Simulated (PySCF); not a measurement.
## Excitation energy of Cl²⁺ by level of theory

Cl²⁺ [Ne] 3s2 3p3 (4S) → Cl²⁺ [Ne] 3s1 3p4 (4P), as a difference of total energies. All numbers are calculated (PySCF 2.14, scalar relativity by spin-free X2C-1e, in aug-cc-pVQZ-DK). Correlated levels: valence: [Ne] frozen. The calculations carry no spin-orbit coupling.

```json
{"method": "UHF", "excitation energy (eV)": "13.018"}
{"method": "LDA", "excitation energy (eV)": "12.762"}
{"method": "PBE", "excitation energy (eV)": "12.646"}
{"method": "PBE0", "excitation energy (eV)": "12.817"}
{"method": "r2SCAN", "excitation energy (eV)": "12.376"}
{"method": "r2SCAN0", "excitation energy (eV)": "12.590"}
{"method": "BP86", "excitation energy (eV)": "12.527"}
{"method": "CAM-B3LYP", "excitation energy (eV)": "12.976"}
{"method": "TPSS", "excitation energy (eV)": "12.633"}
{"method": "MP2 (valence)", "excitation energy (eV)": "12.963"}
{"method": "SCS-MP2 (valence)", "excitation energy (eV)": "12.954"}
```

Task: How much does correlation contribute at MP2 (valence)?

Result: 12.963 − (13.018) = -0.055 eV, measured against UHF.

A first-order spin-orbit estimate (lowest level to lowest level, LS coupling) adds -0.047 eV.
